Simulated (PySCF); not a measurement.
TaF4Br, SMILES [F][Ta]([F])([F])([F])[Br], multiplicity 1. Atoms are numbered in the order given.

```xyz
6

Ta     0.0000     0.0000    -0.4527
F      0.0000    -1.8287    -0.8606
F      0.0000     1.8287    -0.8606
F      1.7435     0.0000    -1.1112
F     -1.7435     0.0000    -1.1112
Br     0.0000     0.0000     1.9583
```

Geometry optimised at PBE0-D3(BJ)/def2-SVP. The multiplicity is an assumed one; no other spin state was optimised. The structure was generated by enumeration; whether it is a known compound was not checked. The def2 effective core potentials stand for the cores of Ta; spin–orbit coupling is left out.

Method: CAM-B3LYP/def2-TZVP (PySCF).

ESP charges are fitted to the potential on shells at 1.4 to 2.0 van der Waals radii. Atomic charges (e):

| atom | Löwdin | ESP fit |
|---|---|---|
| Ta1 | 0.62 | 1.30 |
| F2 | -0.20 | -0.32 |
| F3 | -0.20 | -0.32 |
| F4 | -0.19 | -0.27 |
| F5 | -0.19 | -0.27 |
| Br6 | 0.17 | -0.11 |
